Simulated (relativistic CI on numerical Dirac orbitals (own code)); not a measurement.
# Energy levels of Ru3+

Computed by Dirac-Coulomb-Breit CI, KLI orbitals optimised for each configuration, model QED (radiative potential, 1s self-energy scaled to tabulated hydrogen-like ionisation energies), valence Slater integrals scaled by 0.85, P86 correlation energy added to each configuration (own radial code, finite nucleus).

CI space (outside the closed core [Ar] 3d10): 4s²4p⁶4d⁵, 4s²4p⁶4d⁴5s, 4s²4p⁶4d⁴5p, 4s²4p⁶4d⁴4f, 4s²4p⁶4d³5s², 4s²4p⁶4d⁴5d, 4s²4p⁶4d⁴6s, 4s²4p⁵4d⁶, 4s²4p⁶4d⁴6p, 4s²4p⁶4d³5s5p, 4s²4p⁶4d⁴6d, 4s²4p⁶4d⁴5f, 4s²4p⁶4d⁴5g, 4s²4p⁶4d³5p², 4s4p⁶4d⁶. Levels of other configurations are missing.

```
No.  Configuration  Term     J   E (eV)   %  Landé g  Lifetime (s)     jj configuration (%)
 41    4s²4p⁶4d⁴5s    ⁶D   7/2  11.3740  99    1.586                4d3/2^2 4d5/2^2 5s (47)
 42    4s²4p⁶4d⁴5s    ⁶D   9/2  11.4999  99    1.553                  4d3/2 4d5/2^3 5s (42)
 43    4s²4p⁶4d⁴5s    ⁴D   1/2  12.7392  95    0.040                  4d3/2^3 4d5/2 5s (37)
 44    4s²4p⁶4d⁴5s    ⁴D   3/2  12.8321  96    1.203                4d3/2^2 4d5/2^2 5s (48)
 45    4s²4p⁶4d⁴5s    ⁴D   5/2  12.9598  97    1.367                4d3/2^2 4d5/2^2 5s (54)
 46    4s²4p⁶4d⁴5s    ⁴D   7/2  13.1048  96    1.419                  4d3/2 4d5/2^3 5s (39)
 47    4s²4p⁶4d⁴5s    ⁴H   7/2  13.5033  90    0.697                  4d3/2^3 4d5/2 5s (43)
 48    4s²4p⁶4d⁴5s    ⁴P   1/2  13.5192  93    2.608                        4d3/2^4 5s (41)
 49    4s²4p⁶4d⁴5s    ⁴H   9/2  13.5500  87    0.998                4d3/2^2 4d5/2^2 5s (54)
 50    4s²4p⁶4d⁴5s    ⁴H  11/2  13.6321  93    1.141                4d3/2^2 4d5/2^2 5s (80)
 51    4s²4p⁶4d⁴5s    ⁴H  13/2  13.7182  98    1.227                4d3/2^2 4d5/2^2 5s (55)
 52    4s²4p⁶4d⁴5s    ⁴P   3/2  13.7705  95    1.715                4d3/2^2 4d5/2^2 5s (38)
 53    4s²4p⁶4d⁴5s    ⁴F   5/2  13.8424  67    0.893                4d3/2^2 4d5/2^2 5s (57)
 54    4s²4p⁶4d⁴5s    ⁴F   7/2  13.8722  66    1.144                4d3/2^2 4d5/2^2 5s (49)
 55    4s²4p⁶4d⁴5s    ⁴F   3/2  13.8758  97    0.412                4d3/2^2 4d5/2^2 5s (55)
 56    4s²4p⁶4d⁴5s    ⁴F   9/2  13.9121  72    1.271                  4d3/2^3 4d5/2 5s (33)
 57    4s²4p⁶4d⁴5s    ⁴G   5/2  14.1027  66    0.730                4d3/2^2 4d5/2^2 5s (42)
 58    4s²4p⁶4d⁴5s    ⁴P   5/2  14.1153  93    1.579                  4d3/2 4d5/2^3 5s (42)
 59    4s²4p⁶4d⁴5s    ⁴G   7/2  14.2096  66    1.055                4d3/2^2 4d5/2^2 5s (47)
 60    4s²4p⁶4d⁴5s    ⁴G   9/2  14.2624  74    1.193                4d3/2^2 4d5/2^2 5s (56)
 61    4s²4p⁶4d⁴5s    ⁴G  11/2  14.2771  88    1.253                  4d3/2 4d5/2^3 5s (69)
 62    4s²4p⁶4d⁴5s    ²H   9/2  14.5065  89    0.934                4d3/2^2 4d5/2^2 5s (72)
 63    4s²4p⁶4d⁴5s    ²P   1/2  14.5710  80    0.629                4d3/2^2 4d5/2^2 5s (53)
 64    4s²4p⁶4d⁴5s    ²H  11/2  14.6473  77    1.073                4d3/2^2 4d5/2^2 5s (66)
 65    4s²4p⁶4d⁴5s    ⁴D   7/2  14.7885  62    1.288                  4d3/2 4d5/2^3 5s (46)
 66    4s²4p⁶4d⁴5s    ⁴D   5/2  14.8201  72    1.274                  4d3/2^3 4d5/2 5s (35)
 67    4s²4p⁶4d⁴5s    ²F   7/2  14.8336  40    1.187                4d3/2^2 4d5/2^2 5s (51)
 68    4s²4p⁶4d⁴5s    ⁴D   3/2  14.8344  83    1.213                4d3/2^2 4d5/2^2 5s (45)
 69    4s²4p⁶4d⁴5s    ²F   5/2  14.9275  76    0.963                  4d3/2 4d5/2^3 5s (47)
 70    4s²4p⁶4d⁴5s    ⁴D   1/2  14.9412  87    0.107                  4d3/2 4d5/2^3 5s (71)
 71    4s²4p⁶4d⁴5s    ²I  13/2  15.0072  98    1.080                  4d3/2 4d5/2^3 5s (55)
 72    4s²4p⁶4d⁴5s    ²I  11/2  15.0699  82    0.953                  4d3/2 4d5/2^3 5s (78)
 73    4s²4p⁶4d⁴5s    ²P   3/2  15.0719  79    1.296                  4d3/2 4d5/2^3 5s (39)
 74    4s²4p⁶4d⁴5s    ²G   7/2  15.0741  91    0.909                4d3/2^2 4d5/2^2 5s (67)
 75    4s²4p⁶4d⁴5s    ²G   9/2  15.1920  96    1.111                  4d3/2 4d5/2^3 5s (52)
 76    4s²4p⁶4d⁴5s    ²G   9/2  15.3792  86    1.102                  4d3/2 4d5/2^3 5s (46)
 77    4s²4p⁶4d⁴5s    ²G   7/2  15.4526  66    0.967                        4d5/2^4 5s (59)
 78    4s²4p⁶4d⁴5s    ²D   5/2  15.7457  89    1.184                  4d3/2 4d5/2^3 5s (33)
 79    4s²4p⁶4d⁴5s    ²D   3/2  15.7569  96    0.808                  4d3/2 4d5/2^3 5s (43)
 80    4s²4p⁶4d⁴5s    ²S   1/2  15.8188  92    1.971                  4d3/2 4d5/2^3 5s (61)
 81    4s²4p⁶4d⁴5s    ²D   5/2  15.9631  90    1.199                4d3/2^2 4d5/2^2 5s (41)
 82    4s²4p⁶4d⁴5s    ²D   3/2  16.0385  89    0.814                4d3/2^2 4d5/2^2 5s (48)
 83    4s²4p⁶4d⁴5s    ²F   7/2  16.4024  87    1.154                  4d3/2 4d5/2^3 5s (51)
 84    4s²4p⁶4d⁴5s    ²F   5/2  16.4410  85    0.891                  4d3/2 4d5/2^3 5s (60)
 85    4s²4p⁶4d⁴5s    ⁴P   5/2  16.8095  96    1.585                4d3/2^2 4d5/2^2 5s (56)
```

Energies count from the lowest computed level; lifetimes are radiative, by E1, M1, E2 decay to levels of this space only; some are left blank where a channel outside the calculation adds to the decay or the decay crosses a small, uncertain gap. Filled j subshells are mostly left out of the jj labels.

The mean weight of the leading LS term, summed over parents, in these 45 levels is 85 %, and that of the leading jj configuration (from the same eigenvectors) 51 %, so LS coupling describes them better.

Correlation outside the listed configurations is missing or only estimated: errors of thousands of cm⁻¹ between configurations and terms are usual at this charge. Rates and lifetimes follow the computed energies and can be off by large factors. The fine structure of a lone outer electron comes out too small, for d and f at times inverted, and misplaced configurations move strength between like terms.

LS names give the leading component of a level, which can be under half, so a name can repeat, a term be missing and a line seem to break the LS rules.
